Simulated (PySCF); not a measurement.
# BO₂ + 2 HBr → B(OH)₂ + Br₂

Level: PBE in the def2-TZVP basis family, all electrons, no relativity, computed in PySCF with density fitting; open shells unrestricted.

```tsv
species	state and structure	E (Eh)	ZPE (kJ/mol)	H(298 K) − H(0) (kJ/mol)	S° (J/(mol K))
BO₂	doublet, D∞h, B–O 1.273 Å (×2)	-175.18900	21.3	10.2	224.9
HBr	singlet, C∞v, H–Br 1.433 Å	-2574.36782	15.4	8.7	198.6
B(OH)₂	doublet, C2v, B–O 1.354 Å (×2), O–H 0.982 Å (×2); B–O–H 115.9° (×2), O–B–O 130.8°	-176.40038	76.2	12.4	256.3
Br₂	singlet, D∞h, Br–Br 2.311 Å	-5147.53281	1.9	9.7	245.5
```

What is the electronic reaction energy?

At PBE/def2-TZVP, ΔE = -22.4 kJ/mol from the differences of the total energies times 2625.5, downhill. 

Add zero-point, thermal and entropy terms for 298.15 K and 1 bar.

ΔZPE = 26.0 and Δ[H(298) − H(0)] = -5.5 kJ/mol give ΔH° = -1.9 kJ/mol. ΔS° = -120.3 J/(mol K), so ΔG° = -1.9 − 298.15 × (-0.1203) = 34 kJ/mol and log₁₀K = -6.0.

The structures come from searches over a few start shapes, so lower isomers are not excluded.
